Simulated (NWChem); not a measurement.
System: CH₄AlClO; SMILES C[O][AlH][Cl]

The following NWChem deck was run.

```
start job
memory heap 200 mb stack 900 mb global 1100 mb
geometry units angstroms
  Al    -0.556652    -0.019046     0.395550
  H     -1.799654    -0.194621     1.234359
  Cl     0.515890     1.697498     0.458757
  O     -0.168029    -1.320575    -0.532346
  C      0.069181    -2.488099    -1.268689
  H      0.064475    -2.254265    -2.337502
  H      1.037233    -2.910513    -1.001422
  H     -0.721369    -3.215964    -1.076039
end
basis spherical
  * library def2-svp
end
dft
  xc pbe0
  iterations 150
end
driver
  maxiter 120
end
task dft optimize
task dft freq
```

Output (shortened):

```
             Northwest Computational Chemistry Package (NWChem) 7.3.0
             --------------------------------------------------------

 C1  symmetry detected

                             Geometry "geometry" -> ""
                             -------------------------

 Output coordinates in angstroms (scale by  1.889725989 to convert to a.u.)

  No.       Tag          Charge          X              Y              Z
 ---- ---------------- ---------- -------------- -------------- --------------
    1 Al                  13.0000    -0.67827375     0.18258149    -0.00000394
    2 H                    1.0000    -2.18798116     0.17641309     0.01504835
    3 Cl                  17.0000     0.36220649     1.91989713     0.00011119
    4 O                    8.0000     0.01194299    -1.31059753    -0.00372024
    5 C                    6.0000     0.48605008    -2.62845283     0.00413921
    6 H                    1.0000     1.09503776    -2.80386970    -0.88772661
    7 H                    1.0000     1.09501500    -2.80322859     0.89048286
    8 H                    1.0000    -0.35386767    -3.32562814    -0.01471696

 Effective nuclear repulsion energy (a.u.)     194.1783434141

                                Z-matrix (autoz)
                                --------

 Units are Angstrom for bonds and degrees for angles

[...]

      ----------------------
      Optimization converged
      ----------------------

  Step       Energy      Delta E   Gmax     Grms     Xrms     Xmax
  ---- ---------------- -------- -------- -------- -------- --------
@   23    -817.76444578 -5.1D-07  0.00009  0.00003  0.00060  0.00112
                                     ok       ok       ok       ok

                                Z-matrix (autoz)
                                --------

 Units are Angstrom for bonds and degrees for angles

[...]

 Rotational Constants
 --------------------
 A=   0.334761 cm-1  (  0.481636 K)
 B=   0.075791 cm-1  (  0.109045 K)
 C=   0.062534 cm-1  (  0.089970 K)

 Temperature                      =   298.15K
 frequency scaling parameter      =   1.0000

 Zero-Point correction to Energy  =   31.786 kcal/mol  (  0.050655 au)
 Thermal correction to Energy     =   35.215 kcal/mol  (  0.056119 au)
 Thermal correction to Enthalpy   =   35.808 kcal/mol  (  0.057063 au)

 Total Entropy                    =   76.258 cal/mol-K
   - Translational                =   39.515 cal/mol-K (mol. weight =  93.9766)
   - Rotational                   =   26.410 cal/mol-K (symmetry #  =        1)
   - Vibrational                  =   10.333 cal/mol-K

 Cv (constant volume heat capacity) =   16.563 cal/mol-K
   - Translational                  =    2.979 cal/mol-K
   - Rotational                     =    2.979 cal/mol-K
   - Vibrational                    =   10.604 cal/mol-K

[normal modes left out]

 ----------------------------------------------------------------------------
 Normal Eigenvalue ||           Projected Infra Red Intensities
  Mode   [cm**-1]  || [atomic units] [(debye/angs)**2] [(KM/mol)] [arbitrary]
 ------ ---------- || -------------- ----------------- ---------- -----------
    1      -75.510 ||    0.000006           0.000         0.006       0.001
    2       -0.000 ||    0.000109           0.003         0.107       0.022
    3       -0.000 ||    0.000135           0.003         0.132       0.027
    4       -0.000 ||    0.000014           0.000         0.013       0.003
    5       -0.000 ||    0.000098           0.002         0.096       0.019
    6        0.000 ||    0.000035           0.001         0.034       0.007
    7        0.000 ||    0.000257           0.006         0.251       0.051
    8       79.079 ||    0.005511           0.127         5.373       1.090
    9      155.196 ||    0.012279           0.283        11.970       2.429
   10      252.489 ||    0.024217           0.559        23.608       4.790
   11      474.957 ||    0.150401           3.470       146.618      29.749
   12      515.454 ||    0.051328           1.184        50.037      10.153
   13      661.750 ||    0.089928           2.075        87.666      17.788
   14      754.343 ||    0.189964           4.383       185.186      37.575
   15     1184.055 ||    0.000236           0.005         0.230       0.047
   16     1189.420 ||    0.006561           0.151         6.396       1.298
   17     1286.455 ||    0.371783           8.577       362.432      73.539
   18     1472.484 ||    0.006388           0.147         6.227       1.264
   19     1479.584 ||    0.003635           0.084         3.543       0.719
   20     1484.148 ||    0.010860           0.251        10.587       2.148
   21     2027.963 ||    0.125215           2.889       122.066      24.768
   22     3016.722 ||    0.089847           2.073        87.587      17.772
   23     3096.988 ||    0.038697           0.893        37.724       7.654
   24     3114.406 ||    0.035843           0.827        34.942       7.090
 ----------------------------------------------------------------------------

 ===============================================================================
      Negative Nuclear Hessian Mode    1  Eigenvalue =    -75.51 cm**(-1)
 -------------------------------------------------------------------------------
   Raw step length:  0.520 angstroms ;  The Raw step for this mode is:
    1 Al                  13.0000     0.00025615    -0.00024071     0.00924533
    2 H                    1.0000    -0.00019060    -0.00061251     0.02422767
    3 Cl                  17.0000    -0.00009483     0.00081986    -0.01100481
    4 O                    8.0000     0.00042612    -0.00018123     0.00971190
    5 C                    6.0000    -0.00068794    -0.00121797    -0.00271243
    6 H                    1.0000     0.18631461     0.18894399     0.13327058
    7 H                    1.0000    -0.17606294    -0.18421310     0.15693913
    8 H                    1.0000    -0.01219990    -0.00874284    -0.30195453

  Geometry after  100.0% step for mode  1; Step length =  0.520 angstroms
   Maximum component (any atom: x,y, or z) displacement:  0.571
    1 Al                  13.0000    -0.83720867     0.06403203     0.01413533
    2 H                    1.0000    -2.32825772     0.54411138    -0.00362684
    3 Cl                  17.0000     0.74455315     1.45171199     0.04031018
    4 O                    8.0000    -0.51532804    -1.58578720     0.01433445
    5 C                    6.0000     0.47943173    -2.55418302    -0.00733208
    6 H                    1.0000     1.28151710    -2.31316734    -0.78766757
    7 H                    1.0000     0.98676925    -2.63797360     1.01519090
    8 H                    1.0000     0.01641362    -3.56707384    -0.26400767

  Geometry after -100.0% step for mode  1; Step length =  0.520 angstroms
   Maximum component (any atom: x,y, or z) displacement:  0.571
    1 Al                  13.0000    -0.83772097     0.06451344    -0.00435533
    2 H                    1.0000    -2.32787652     0.54533640    -0.05208218
    3 Cl                  17.0000     0.74474282     1.45007226     0.06231981
    4 O                    8.0000    -0.51618028    -1.58542473    -0.00508935
    5 C                    6.0000     0.48080761    -2.55174708    -0.00190722
    6 H                    1.0000     0.90888787    -2.69105532    -1.05420874
    7 H                    1.0000     1.33889514    -2.26954740     0.70131263
    8 H                    1.0000     0.04081342    -3.54958816     0.33990139

  Geometry after   50.0% step for mode  1; Step length =  0.260 angstroms
   Maximum component (any atom: x,y, or z) displacement:  0.285
    1 Al                  13.0000    -0.83733675     0.06415238     0.00951267
    2 H                    1.0000    -2.32816242     0.54441764    -0.01574068
    3 Cl                  17.0000     0.74460057     1.45130206     0.04581259
    4 O                    8.0000    -0.51554110    -1.58569659     0.00947850
    5 C                    6.0000     0.47977570    -2.55357403    -0.00597587
    6 H                    1.0000     1.18835979    -2.40763934    -0.85430286
    7 H                    1.0000     1.07480072    -2.54586705     0.93672133
    8 H                    1.0000     0.02251357    -3.56270242    -0.11303040

  Geometry after  -50.0% step for mode  1; Step length =  0.260 angstroms
   Maximum component (any atom: x,y, or z) displacement:  0.285
    1 Al                  13.0000    -0.83759290     0.06439309     0.00026733
    2 H                    1.0000    -2.32797182     0.54503015    -0.03996835
    3 Cl                  17.0000     0.74469540     1.45048220     0.05681740
    4 O                    8.0000    -0.51596722    -1.58551535    -0.00023340
    5 C                    6.0000     0.48046364    -2.55235606    -0.00326344
    6 H                    1.0000     1.00204517    -2.59658333    -0.98757344
    7 H                    1.0000     1.25086367    -2.36165395     0.77978220
    8 H                    1.0000     0.03471347    -3.55395958     0.18892413

  Geometry after   35.1% step for mode  1; Step length =  0.182 angstroms
   Maximum component (any atom: x,y, or z) displacement:  0.200
    1 Al                  13.0000    -0.83737504     0.06418837     0.00813050
    2 H                    1.0000    -2.32813392     0.54450921    -0.01936268
    3 Cl                  17.0000     0.74461475     1.45117949     0.04745779
    4 O                    8.0000    -0.51560481    -1.58566949     0.00802658
    5 C                    6.0000     0.47987854    -2.55339195    -0.00557036
    6 H                    1.0000     1.16050599    -2.43588622    -0.87422664
    7 H                    1.0000     1.10112191    -2.51832742     0.91325913
    8 H                    1.0000     0.02433744    -3.56139538    -0.06788859

  Geometry after  -35.1% step for mode  1; Step length =  0.182 angstroms
   Maximum component (any atom: x,y, or z) displacement:  0.200
    1 Al                  13.0000    -0.83755460     0.06435710     0.00164950
    2 H                    1.0000    -2.32800031     0.54493858    -0.03634634
    3 Cl                  17.0000     0.74468122     1.45060477     0.05517220
    4 O                    8.0000    -0.51590352    -1.58554245     0.00121851
    5 C                    6.0000     0.48036079    -2.55253815    -0.00366894
    6 H                    1.0000     1.02989897    -2.56833644    -0.96764966
    7 H                    1.0000     1.22454248    -2.38919357     0.80324440
    8 H                    1.0000     0.03288960    -3.55526662     0.14378231

  Geometry after   17.5% step for mode  1; Step length =  0.091 angstroms
   Maximum component (any atom: x,y, or z) displacement:  0.100
    1 Al                  13.0000    -0.83741993     0.06423055     0.00651025
    2 H                    1.0000    -2.32810052     0.54461655    -0.02360860
    3 Cl                  17.0000     0.74463137     1.45103581     0.04938639
    4 O                    8.0000    -0.51567948    -1.58563773     0.00632456
    5 C                    6.0000     0.47999911    -2.55317850    -0.00509501
    6 H                    1.0000     1.12785424    -2.46899878    -0.89758240
    7 H                    1.0000     1.13197705    -2.48604396     0.88575545
    8 H                    1.0000     0.02647548    -3.55986319    -0.01497086

  Geometry after  -17.5% step for mode  1; Step length =  0.091 angstroms
   Maximum component (any atom: x,y, or z) displacement:  0.100
    1 Al                  13.0000    -0.83750971     0.06431492     0.00326975
    2 H                    1.0000    -2.32803371     0.54483123    -0.03210043
    3 Cl                  17.0000     0.74466461     1.45074845     0.05324360
    4 O                    8.0000    -0.51582884    -1.58557421     0.00292053
    5 C                    6.0000     0.48024023    -2.55275160    -0.00414430
    6 H                    1.0000     1.06255073    -2.53522389    -0.94429391
    7 H                    1.0000     1.19368734    -2.42147703     0.83074808
    8 H                    1.0000     0.03075156    -3.55679881     0.09086459
```

Level: PBE0/def2-SVP. The optimisation ended at a saddle point (imaginary frequency).
